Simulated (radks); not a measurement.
Isoelectronic series with 7 electrons, all held in the configuration [He] 2s2 2p3, which need not be the ground one along the series. Method: non-relativistic Kohn-Sham, LDA (Slater exchange, Perdew-Wang correlation), spin-polarised, spherical densities, point nucleus; open shells are filled with parallel spins first; computed with a radial shooting solver on a logarithmic mesh with Libxc functionals. Total energies (hartree) and orbital eigenvalues (Ry) (* marks an orbital that is empty in some or all of the ions):

| ion | E (hartree) | 2p down* | 2p up | 2s down |
|---|---|---|---|---|
| N | -54.13439 | -0.32172 | -0.61703 | -1.12294 |
| O+ | -74.01407 | -1.52945 | -1.94317 | -2.61512 |
| F2+ | -97.15550 | -3.26577 | -3.79271 | -4.63474 |
| Ne3+ | -123.55307 | -5.51525 | -6.15374 | -7.16739 |
| Mg5+ | -186.10749 | -11.53393 | -12.39380 | -13.75223 |
| Al6+ | -222.26217 | -15.29882 | -16.26906 | -17.80010 |
| Si7+ | -261.66773 | -19.56595 | -20.64649 | -22.35015 |
| P8+ | -304.32386 | -24.33470 | -25.52554 | -27.40175 |
| S9+ | -350.23036 | -29.60466 | -30.90580 | -32.95451 |
| Cl10+ | -399.38707 | -35.37553 | -36.78702 | -39.00813 |
| Ar11+ | -451.79391 | -41.64710 | -43.16898 | -45.56242 |
| K12+ | -507.45080 | -48.41924 | -50.05155 | -52.61722 |
